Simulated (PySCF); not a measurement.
Input of a response calculation (the driver script's job line, then coordinates in Å):

```
{"job": {"kind": "uv", "xc": "CAM-B3LYP", "basis": "def2-SVPD", "nstates": 8, "ntriplets": 3}, "charge": 0, "multiplicity": 1}
C      3.097639    -0.395104     0.315295
C      2.004117     0.102107     0.320218
C      0.755774     0.763133     0.332250
F      0.856729     2.122503     0.381463
C     -0.445502     0.179271     0.302701
C     -1.714185     0.969681     0.323847
C     -0.580783    -1.309089     0.254490
H      4.039120    -0.857954     0.309705
H     -1.514095     2.036643     0.366194
H     -2.312245     0.689153     1.190746
H     -2.303863     0.757182    -0.567807
H     -1.132750    -1.604885    -0.637488
H      0.391662    -1.794086     0.245705
H     -1.142296    -1.659028     1.120540
```

Output (SCF cycles cut):

```
converged SCF energy = -332.2153817244

Static polarisability (au): isotropic 75.028, principal 50.004 66.101 108.978

Singlet excitations
state   eV       nm        f      main configurations
  1   5.5128    224.9   0.00008   H->L+2 0.59, H->L+1 0.28
  2   5.6651    218.9   0.38302   H->L 0.86
  3   6.1267    202.4   0.00002   H-1->L 0.93
  4   6.4873    191.1   0.00895   H->L+1 0.64, H->L+2 0.24
  5   7.2034    172.1   0.29115   H-2->L 0.46, H-1->L+2 0.23, H-1->L+1 0.11
  6   7.3834    167.9   0.00794   H->L+3 0.91
  7   7.5466    164.3   0.00479   H->L+4 0.52, H-2->L+2 0.19, H->L+2 0.13
  8   8.0060    154.9   0.00108   H-2->L+2 0.39, H->L+4 0.24, H-2->L+1 0.15

Triplet excitations (Tamm-Dancoff, eV): 3.4679 5.1496 5.4444
```

Computed, not measured: PySCF 2.14.0, density-fitted response routines, TDDFT CAM-B3LYP/def2-SVPD, vertical, gas phase, core orbitals frozen in the response. Geometry: GFN2-xTB; no solvent, vibrations or thermal averaging.

Task: What is the total energy of state 2 at this geometry?

Result: -332.21538 + 0.20819 = -332.00719 hartree.

Task: What is the polarisability anisotropy, √(½[(α1 − α2)² + (α2 − α3)² + (α3 − α1)²])?

Result: 52.80 au.

Task: Which orbital energies lie behind H and L?

Result: HOMO -8.02 eV and LUMO 0.38 eV, a gap of 8.41 eV; state 1 differs from that by -2.89 eV.

Task: What transition dipole goes with state 2?

Result: |μ|² = 3f / (2ΔE) = 3 × 0.3830 / (2 × 0.2082) ≈ 2.760 au, so |μ| = 4.22 D.

Task: Give the energy of state 2 in hartree, cm⁻¹ and kJ/mol.

Result: 0.20819 hartree, 45692 cm⁻¹, 546.6 kJ/mol.

Task: Write the structure that the coordinates describe.

Result: `C#CC(F)=C(C)C` (C6H7F), point group Cs.

H and L stand for HOMO and LUMO.
